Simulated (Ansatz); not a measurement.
An input meant for [GaF4]- (GaF₄⁻) (charge -1, singlet; atoms displaced at random, 0.03 Å in each coordinate).

```yaml
crystal:
  periodic: [false, false, false]
  atoms:
    - {symbol: Ga, position_ang: [-0.065951, 0.020741, -0.054175]}
    - {symbol: F, position_ang: [0.021033, -0.014462, 1.794797]}
    - {symbol: F, position_ang: [1.712052, 0.040973, -0.544772]}
    - {symbol: F, position_ang: [-0.851955, 1.463439, -0.598564]}
    - {symbol: F, position_ang: [-0.886682, -1.482241, -0.631700]}
basis:
  gaussian: {orbitals: STO-3G, nuclear_model: gaussian}
total_charge: -3
hamiltonian: {xc: {name: PBEsol}}
scf: {omitted_lower_state_checks: [starts]}
output: {forces: true}
```

```sh
$ ansatz run in.yaml --threads 4 --pin off --events-out ev --progress --plain --max-ram 3916MiB
```

Shortened log:

```
Functional definition: PBEsol
471 factors; integrals over basis functions are off by at most 3.7e-5 eV
mean field evaluation 1: about -62017.7664 eV, gradient 1.5e2 eV
mean field evaluation 2: about -62252.1729 eV, gradient 1.1e2 eV
mean field evaluation 4: about -62320.1082 eV, gradient 6.0e1 eV
mean field evaluation 8: about -62329.5988 eV, gradient 4.4e1 eV
mean field evaluation 16: about -62338.9359 eV, gradient 1.6e-3 eV
mean field -62338.93584133 eV, -2290.9136373204 hartree, gradient 7.2e-6 eV, S^2 0.000000; 0 other end points of the search recorded, 0 dependent functions left out
reference -62338.93585841 eV, -2290.9136379481 hartree; 35, 35 occupied and 3, 3 virtual orbitals, 471 factors
Total energy: -62338.93585841 eV, -2290.9136379481 hartree
Atom 0 at    -0.065951     0.020741    -0.054175 Å, force     0.299012    -0.452095     0.148154 eV/Å
Atom 1 at     0.021033    -0.014462     1.794797 Å, force     0.201075     0.114831     4.563508 eV/Å
Atom 2 at     1.712052     0.040973    -0.544772 Å, force     4.579288     0.277709    -1.242231 eV/Å
Atom 3 at    -0.851955     1.463439    -0.598564 Å, force    -2.412297     4.579898    -1.641478 eV/Å
Atom 4 at    -0.886682    -1.482241    -0.631700 Å, force    -2.667078    -4.520342    -1.827953 eV/Å
Dipole moment:    -0.023047     0.084670    -0.004152 e Å
Checks for a lower state left out: starts
```

**Question.** Something in this input is off. What?

**Answer.** The charge is far from what the species holds (-3 typed, -1 meant). The run converged. The result belongs to that input, not to the species as meant. The highest occupied level of an anion often lies above zero with these methods, and sets without diffuse functions describe the outer electron poorly.
